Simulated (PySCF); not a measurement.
Species: AsSbSbSb tetrahedron, Sb₃As.
Bonds: As1–Sb2, As1–Sb3, As1–Sb4, Sb2–Sb3, Sb2–Sb4, Sb3–Sb4.

Method: PBE0-D3(BJ)/def2-SVP geometry optimisation, gas phase, def2 core potentials past Kr in PySCF.

**Question.** Give the optimised bond lengths and angles.

**Answer.** 
```csv
bond,length (Å)
"As1–Sb2, As1–Sb3, As1–Sb4",2.650
"Sb2–Sb3, Sb2–Sb4, Sb3–Sb4",2.817
```

Bonds in one row agree within 0.01 Å and their mean is given. A selection of angles:
```csv
angle,degrees
Sb2–As1–Sb3,64.3
As1–Sb2–Sb3,57.8
Sb3–Sb2–Sb4,60.0
```

Sb2 (antimony bonded to As and 2 Sb) is pyramidal (angles 60.0°, 57.9° and 57.8°, sum 175.7°, 2.28 Å off the plane of its three neighbours). All 3 Sb–Sb bonds measure 2.817 to 2.818 Å. As1 (arsenic bonded to 3 Sb) is pyramidal (angles 64.3°, 64.3° and 64.2°, sum 192.7°, 2.09 Å off the plane of its three neighbours).

Point group: C3v (tolerance 0.08 Å). No frequency check. One conformer, not necessarily the lowest.

Hardware: an Arm Neoverse V1 with one thread (shared host). Cost: 98 s, 0.45 GiB resident at most. This is the geometry optimisation.
